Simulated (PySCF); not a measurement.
Gas-phase reaction: SnCl₂ + SnH₃Cl → SnH₂Cl₂ + SnHCl

Method: PySCF energies plus ideal-gas RRHO corrections (1 bar). † marks an energy on the PBE0/def2-TZVP geometry and frequencies; other levels use their own. MP2 freezes the core. All species are closed-shell singlets. Sn: scalar-relativistic def2 core potential, no spin-orbit coupling. SnH₃Cl, SnH₂Cl₂, SnHCl: computed as isolated molecules; such fragments, hydroxides, amides, oligomers or adducts are transient or little studied in the gas. MP2 isn't extrapolated to the basis-set limit; its ΔH°(298 K) is 59.2 kJ in def2-SVP and 67.9 kJ in def2-TZVPP. The harmonic model lacks anharmonicity and excited electronic states, which grow with temperature; levels with a mode under 35 cm⁻¹ are left out. Soft modes under 120 cm⁻¹ make the harmonic entropy rough for SnCl₂, SnH₂Cl₂.

```tsv
level	ΔE electronic, kJ	ΔH°(298 K), kJ	ΔS°(298 K), J/K	ΔG°(2000 K), kJ
BLYP/def2-TZVP†	73	71	7	55
HF/def2-TZVP†	58	55	7	39
M06-2X/def2-TZVP†	61	59	7	43
MP2/def2-SVP†	62	59	7	43
MP2/def2-TZVPP†	70	68	7	52
PBE0/def2-QZVP†	69	66	7	50
PBE0/def2-TZVP	68	66	7	50
ωB97M-V/def2-TZVP†	66	63	7	47
```
ΔH° is lowest at HF/def2-TZVP† and highest at BLYP/def2-TZVP†. No reference value is set beside these.
